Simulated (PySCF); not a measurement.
Cartesian coordinates in Å; atom numbers follow the order of the lines, from 1:
```xyz
21

C    -3.097    0.146   -0.584
C    -1.962   -0.525   -0.789
C    -0.643    0.114   -1.067
P     0.514    0.134    0.363
C     0.614   -1.578    0.967
P    -0.564    1.223    1.946
B     2.246    0.846   -0.137
C     2.698   -0.168   -1.246
N     2.920   -0.976   -2.052
H    -4.034   -0.374   -0.367
H    -3.134    1.239   -0.634
H    -1.974   -1.620   -0.737
H    -0.083   -0.406   -1.864
H    -0.752    1.165   -1.379
H     1.088   -2.182    0.178
H    -0.376   -1.984    1.217
H     1.260   -1.603    1.856
H     0.627    1.324    2.729
H    -0.334    2.478    1.303
H     2.037    1.973   -0.555
H     2.930    0.815    0.872
```

Geometry: PBE0-D3(BJ)/def2-SVP; GIAO absolute shieldings from PySCF, gas phase, non-relativistic, averaged over equivalent atoms.

At PBE0/pcSseg-1 (227 basis functions, 55 s wall time on 1 thread of an Arm Neoverse V1, shared host):
| atoms | σ (ppm) |
| --- | --- |
| C2 | 47.5 |
| C8 | 49.9 |
| C1 | 53.3 |
| C3 | 153.2 |
| C5 | 178.2 |
| P4 | 328.6 |
| P6 | 525.1 |
| B7 | 140.2 |
| N9 | -73.8 |
| H12 | 25.39 |
| H10 | 25.57 |
| H11 | 25.83 |
| H13 | 27.93 |
| H18/H19 | 28.74 |
| H14 | 29.33 |
| H21 | 29.48 |
| H20 | 29.55 |
| H15/H16/H17 | 29.86 |

Question: Predict the values at CAM-B3LYP/pcSseg-1 on the same geometry.

Answer: 
| atoms | σ at CAM-B3LYP/pcSseg-1 | change |
| --- | --- | --- |
| C2 | 42.3 | -5.2 |
| C8 | 46.2 | -3.7 |
| C1 | 49.1 | -4.2 |
| C3 | 152.1 | -1.1 |
| C5 | 176.9 | -1.3 |
| P4 | 315.6 | -13.0 |
| P6 | 510.3 | -14.8 |
| B7 | 138.4 | -1.8 |
| N9 | -75.0 | -1.2 |
| H12 | 25.49 | +0.10 |
| H10 | 25.69 | +0.12 |
| H11 | 25.93 | +0.10 |
| H13 | 28.12 | +0.19 |
| H18/H19 | 28.89 | +0.15 |
| H14 | 29.49 | +0.16 |
| H21 | 29.70 | +0.22 |
| H20 | 29.75 | +0.20 |
| H15/H16/H17 | 29.97 | +0.11 |

The largest change is at P6 (phosphorus bonded to P, 2 H). Cost: 227 basis functions, 74 s wall time on 1 thread of an Arm Neoverse V1, shared host. The order of the carbon signals is the same at both levels.

A carbon bonded to boron is broadened by the quadrupolar boron nucleus and is often missing from a measured spectrum.
